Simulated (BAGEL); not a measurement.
# A convergence study on SnBr4 (stannic bromide)

SnBr4 has 5 atoms, charge 0, and is taken as a singlet. SMILES: `[Br][Sn]([Br])([Br])[Br]`. The shape is that of a PBE0-D4/def2-TZVP optimisation.

```xyz
5

Br   -1.1127    0.0124    2.1777
Sn    0.0000    0.0000    0.0000
Br    2.0687   -1.2956    0.1490
Br   -1.4778   -1.0124   -1.6648
Br    0.5219    2.2957   -0.6619
```

Program: BAGEL 1.2.2. Method: HF (DKH2, density fitting with AutoAux, property dipole). Swept: basis set. Watched: the HOMO energy. Each run: energy. Hardware: 1 thread of Intel Xeon at 2.30GHz, shared host.

The last row is the best point of the sweep, not the limit.

| basis set | basis functions | value (eV) | from the best (eV) | wall time |
| --- | --- | --- | --- | --- |
| ANO-RCC-MB | 99 | -12.4339 | -0.5540 | 31 s |
| ANO-RCC-VDZ | 119 | -12.4165 | -0.5366 | 36 s |
| ANO-RCC-VDZP | 151 | -11.9884 | -0.1085 | 58 s |
| ANO-RCC-VTZP | 240 | -11.8799 | 0.0000 | 2.7 min |

Over the sweep the value spans 0.5540 eV.
